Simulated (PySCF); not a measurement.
## Electron correlation in Be²⁺ (beryllium, charge +2)

1s2, closed-shell 1S. Calculation: PySCF 2.14, in cc-pVDZ (3s2p1d, 14 functions); no relativity, point nucleus. Frozen: nothing; 2 electrons correlated.

Total MP2 correlation energy: -0.32 mhartree.

Same-spin part 0.00 and opposite-spin part -0.32 mhartree; SCS-MP2 scales them by 1/3 and 6/5 to -0.38 mhartree.

With two correlated electrons CCSD is exact within the correlated space (frozen core and kept virtual orbitals).

```tsv
level	correlation energy (mhartree)
CCSD	-0.30
```

Diagnostics: T1 = 0.00016, D1 = 0.0002, largest double amplitude 0.003.

Question: Is a single reference adequate?

Answer: Yes: T1 lies below 0.03 and no double amplitude reaches 0.07.
